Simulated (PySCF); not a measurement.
PySCF input file for SSn, SMILES [S]=[Sn] (connectivity only; charge and spin as stated), neutral, multiplicity 1, PBE0-D3(BJ)/def2-TZVP. Geometry: PBE0-D3(BJ)/def2-TZVP. The def2 effective core potentials stand for the cores of Sn; spin–orbit coupling is left out.

```python
import numpy as np
from pyscf import gto, scf, dft
from pyscf.hessian import thermo

mol = gto.M(
    atom='''
    Sn    0.00000000    0.00000000   -0.53417044
    S     0.00000000    0.00000000    1.66928263
    ''',
    basis='def2-TZVP',
    ecp={'Sn': 'def2-tzvp'},
    charge=0,
    spin=0,
    max_memory=1600,
    verbose=3,
)
mf = dft.RKS(mol, xc='pbe0').density_fit(auxbasis='def2-universal-jkfit')
mf.disp = 'd3bj'
mf.grids.level = 3
mf.conv_tol = 1e-11
mf.max_cycle = 100
mf.kernel()

# [left out here: the lines that compute and print the analytic Hessian (its translational invariance restored by hand, since the grid's response is missing), thermochemistry and intensities]
```

Log of the run:

```
converged SCF energy = -612.417050383565

WARN: DFTD3 does not support analytical Hessian, using finite difference


WARN: Mole.unit (angstrom) is changed to Bohr

Mode                                 0
Irrep
Freq [cm^-1]                      503.5645
Reduced mass [au]                  37.9504
Force const [Dyne/A]                5.6699
Char temp [K]                     724.5172
Normal mode                   x     y     z
       0  Sn                 0.00 -0.00  0.04
       1   S                -0.00 -0.00 -0.16
temperature 298.1500 [K]
pressure 101325.00 [Pa]
Rotational constants [GHz] inf 4.12357 4.12357
Symmetry number 1
Zero-point energy (ZPE) 0.00115 [Eh]   3011.985 [J/mol]
                           tot       elec      trans        rot        vib
Entropy [J/mol/K]       243.174      0.000    171.301     69.156      2.717
Cv [J/mol/K]             25.983      0.000     12.472      8.314      5.197
Cp [J/mol/K]             34.298      0.000     20.786      8.314      5.197
Internal energy [J/mol]                      3718.434   2478.956   3593.484
Internal energy [Eh]   -612.41332  -612.41705
Enthalpy [J/mol]                             6197.391   2478.956   3593.484
Enthalpy [Eh]          -612.41238
Gibbs free energy [J/mol]                  -44875.934 -18139.981   2783.545
Gibbs free energy [Eh] -612.43999
static polarisability / bohr^3: [[42.341 -0.    -0.   ]
 [-0.    42.341 -0.   ]
 [-0.    -0.    84.411]]
largest difference of analytic and finite-field dipole derivatives / e: 0.0006140840266056213
mode   freq/cm-1   IR/(km/mol)   Raman/(A^4/amu)   depolarisation
   1      503.56        41.529            34.670            0.277
max |gradient| / (hartree/bohr): 1.1338012344861934e-05
APT charges: [ 0.5608 -0.5608]
```

The run converged.

Cost: around 50 core-seconds (rough).
